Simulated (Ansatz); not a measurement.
Two members of one family (AlH3 adduct), computed with Ansatz in the gas phase. Binding counts from free atoms in the multiplicity of their measured ground term, without zero-point energy. The structures are stationary points that may keep the symmetry of their start.

First: Al(AsH3)H3 (singlet, charge 0, r2SCAN-D4/def2-TZVP geometry).

```xyz
8

Al   -0.624    0.826   -1.116
As    0.447   -0.594    0.802
H     1.536   -1.587    0.486
H    -0.408   -1.515    1.633
H     1.148    0.091    1.947
H    -1.134   -0.404   -1.995
H     0.712    1.579   -1.554
H    -1.678    1.604   -0.204
```

```csv
level,HOMO (eV),LUMO (eV),gap (eV),binding per atom (eV)
PBE-D4/def2-SVP,-6.58,-0.98,5.59,2.37
revPBE-D4/def2-TZVP,-6.62,-1.04,5.57,2.35
r2SCAN-D4/def2-TZVP,-6.94,-0.88,6.06,2.42
PBE0-D4/def2-SVP,-7.83,-0.14,7.70,2.37
BHLYP-D4/def2-TZVP,-9.08,0.44,9.52,2.41
```

Second: Al(NH3)H3 (singlet, charge 0, r2SCAN-D4/def2-TZVP geometry).

```xyz
8

Al    0.440   -0.459   -0.860
N    -0.407    0.424    0.796
H    -0.388   -0.202    1.596
H    -1.376    0.675    0.623
H     0.089    1.272    1.056
H     0.253    0.733   -1.915
H    -0.527   -1.727   -1.003
H     1.916   -0.715   -0.292
```

Task: Estimate the same table for the second.

Result: 
```
              level  HOMO (eV)  LUMO (eV)  gap (eV)  binding per atom (eV)
    PBE-D4/def2-SVP      -6.05      -0.77      5.29                   2.90
revPBE-D4/def2-TZVP      -6.12      -1.11      5.01                   2.85
r2SCAN-D4/def2-TZVP      -6.45      -0.47      5.97                   2.90
   PBE0-D4/def2-SVP      -7.34       0.10      7.44                   2.88
 BHLYP-D4/def2-TZVP      -8.63       0.25      8.88                   2.88
```
